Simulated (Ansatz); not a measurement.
Start from `O[Si](F)(Br)Br` and change one atom or group to get `O[Si](O)(Br)Br`.

Ansatz, PBE0-D4/def2-TZVP geometries, multiplicity 1. Each molecule was computed in one conformer, which needn't be the lowest.

Scalar relativity is left out up to krypton.

| property | `O[Si](F)(Br)Br` |
| --- | --- |
| HOMO energy (PBE0/def2-TZVPP) / eV | -8.79 |
| ideal-gas entropy at 298 K and 1 bar (rigid rotor, harmonic PBE0-D4/def2-TZVP) / J/(mol·K) | 365 |
| LUMO energy (PBE/def2-TZVPP) / eV | -1.35 |
| HOMO–LUMO gap (B3LYP/def2-TZVPP) / eV | 7.83 |
| size of the dipole moment (B3LYP/def2-TZVPP) / D | 1.65 |
| HOMO energy (PBE/def2-TZVPP) / eV | -7.48 |

Task: Give the same properties after the change, and the shifts. (Estimate.)

Result: Ansatz gave: 
| property | `O[Si](O)(Br)Br` | shift |
| --- | --- | --- |
| HOMO energy (PBE0/def2-TZVPP) / eV | -8.44 | 0.35 |
| ideal-gas entropy at 298 K and 1 bar (rigid rotor, harmonic PBE0-D4/def2-TZVP) / J/(mol·K) | 374 | 9 |
| LUMO energy (PBE/def2-TZVPP) / eV | -1.15 | 0.20 |
| HOMO–LUMO gap (B3LYP/def2-TZVPP) / eV | 7.65 | -0.18 |
| size of the dipole moment (B3LYP/def2-TZVPP) / D | 1.90 | 0.25 |
| HOMO energy (PBE/def2-TZVPP) / eV | -7.12 | 0.36 |

With PBE0 the HOMO rises by 0.35 eV and the LUMO rises by 0.19 eV, so the gap narrows by about 0.16 eV. PBE moves the HOMO by 0.36 eV and ωB97M-V by 0.35 eV. The zero-point energy changes by 29.9 kJ/mol with +3 modes. Dipoles are sizes alone; their direction can turn.

B3LYP here is the variant with VWN-RPA as its local correlation; programs differ in this.

Spin–orbit coupling is left out; it splits and shifts lone-pair levels of the heavy atoms by tenths of an eV.
